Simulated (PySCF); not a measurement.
Interval between two levels of Ta by level of theory

Ta [Xe] 4f14 5d3 6s2 [4F9/2, M_J = 9/2] → Ta [Xe] 4f14 5d5 [6S5/2, M_J = 5/2], as a difference of total energies. Computed with PySCF 2.14 in x2c-SVPall-2c with one added diffuse shell each of s, d type (8s9p10d2f, 99 functions), with the two-component X2C-1e Hamiltonian. "Screened" scales the spin-orbit matrix elements by Boettger's factors to mimic the two-electron term; Breit and QED terms are absent.

```csv
method,interval between two levels (cm⁻¹)
GHF (spin-free),23919
GHF (screened spin-orbit),22116
```

The labels give the starting determinants; with spin-orbit coupling the two ends relaxed to ⟨J²⟩ = 24.91, ⟨L²⟩ = 12.81, ⟨S²⟩ = 4.02 and ⟨J²⟩ = 8.76, ⟨L²⟩ = 0.16, ⟨S²⟩ = 8.72.
